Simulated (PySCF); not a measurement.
## Working out the ionisation energy of Bi(2+)

Bi(2+) [Xe] 4f14 5d10 6s2 6p1 (2P) → Bi(3+) [Xe] 4f14 5d10 6s2 (1S). Calculation: PySCF 2.14, in aug-cc-pwCVTZ-DK3; the spin-free X2C one-electron Hamiltonian (Gaussian nucleus). Frozen: [Xe] 4f14 5d10. Energies in hartree (1 hartree = 27.21139 eV):

```tsv
part	Bi(2+) (lower)	Bi(3+) (upper)
UHF	-21526.257699	-21525.409244
CCSD correlation	-0.037997	-0.028362
(T)	-0.000400	0.000000
```

Q: What does Hartree-Fock give?

A: (-21525.409244) − (-21526.257699) = 0.848455 hartree = 23.088 eV.

Q: What do CCSD and CCSD(T) give?

A: The CCSD correlation energies differ by 0.009635 hartree = 0.262 eV and the triples by 0.000400 hartree = 0.011 eV, so CCSD gives 23.350 eV and CCSD(T) 23.361 eV.

A first-order spin-orbit estimate adds 1.458 eV to CCSD(T) (valence), giving 24.819 eV against 25.571 eV (measured; NIST Atomic Spectra Database, ionization energies).

What remains against the reference includes basis incompleteness, the frozen core and higher excitations.
